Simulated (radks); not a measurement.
Task: O III, 6 electrons, occupied as 1s1.5 2s2 2p2 3p0.5 (fractional occupations, a model configuration). All-electron calculation, Dirac Kohn-Sham, PBE, spin-unpolarised, spherical densities, point nucleus; open shells fill j = l - 1/2 first. Program: a radial shooting solver on a logarithmic mesh with Libxc functionals. Some entries of the table are withheld. Estimate them.

orbital  occ.  eigenvalue (hartree)  <r> (bohr)
1s1/2     1.5             -22.03351      0.1954
2s1/2       2                   (1)      0.9723
2p1/2       2                   (2)      0.9125
2p3/2       0                   (3)      0.9136
3p1/2     0.5                   (4)         (5)
3p3/2       0                   (6)         (7)

Result: 
(1) 2s1/2 eigenvalue (hartree): -2.46639
(2) 2p1/2 eigenvalue (hartree): -1.93399
(3) 2p3/2 eigenvalue (hartree): -1.93144
(4) 3p1/2 eigenvalue (hartree): -0.50996
(5) 3p1/2 <r> (bohr): 3.209
(6) 3p3/2 eigenvalue (hartree): -0.50964
(7) 3p3/2 <r> (bohr): 3.211
